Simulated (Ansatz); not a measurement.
Total energies of `C[O][V](=[O])([OH])[F]`.

```xyz
10

C    -0.808   -0.101    1.577
O    -0.211   -0.659    0.435
V     0.790   -0.057   -0.842
O     0.976    1.470   -0.613
O    -0.003   -0.320   -2.392
F     2.337   -0.849   -0.806
H    -1.889   -0.248    1.522
H    -0.589    0.968    1.650
H    -0.424   -0.611    2.464
H    -0.179    0.406   -2.996
```

Charge 0, multiplicity 1. Correlated methods include outer-core shells of V, which these sets cover unevenly. Scalar relativity is left out up to krypton. All single points use the PBE0-D4/def2-TZVP geometry. It is one conformer, not always the lowest. Basis def2-TZVPP, Ansatz.

RPA on PBE orbitals: Hartree–Fock energy of these orbitals -1307.16151 Eh, correlation -2.61102 Eh (frozen core).

```tsv
functional	energy without D4 (Eh)	D4 term (kJ/mol)
revPBE	-1310.20099	-56.8
BLYP	-1310.40753	-41.2
r2SCAN	-1310.21131	-4.7
r2SCANh	-1310.15375	-5.0
r2SCAN0	-1310.07097	-5.5
HSE06 (plane-wave form)	-1309.75061	-14.8
CAM-B3LYP	-1310.29222	-16.1
LC-ωPBE	-1309.96450	–
ωB97M-V	-1310.18256	–
B2PLYP	-1310.01242	–
```

(1) Give the same for LDA (SPW92), PBE, B97M-V, PBE0, B3LYP, BHLYP, ωB97X-V, PBE-QIDH. (Estimate.)

B3LYP takes the VWN-RPA correlation (the form of Gaussian; ORCA's B3LYP/G). HSE06 is the plane-wave form, built on full-range PBE exchange. The double hybrids freeze the cores in their second-order part.

Answers

(1) Ansatz gave: 
```csv
functional,energy without D4 (Eh),D4 term (kJ/mol)
LDA (SPW92),-1305.68879,–
PBE,-1309.81962,-18.8
B97M-V,-1310.05481,–
PBE0,-1309.77433,-15.9
B3LYP,-1310.40193,-30.2
BHLYP,-1310.10289,-22.9
ωB97X-V,-1310.10343,–
PBE-QIDH,-1309.62038,–
```

LC-ωPBE has ω = 0.4 bohr⁻¹.
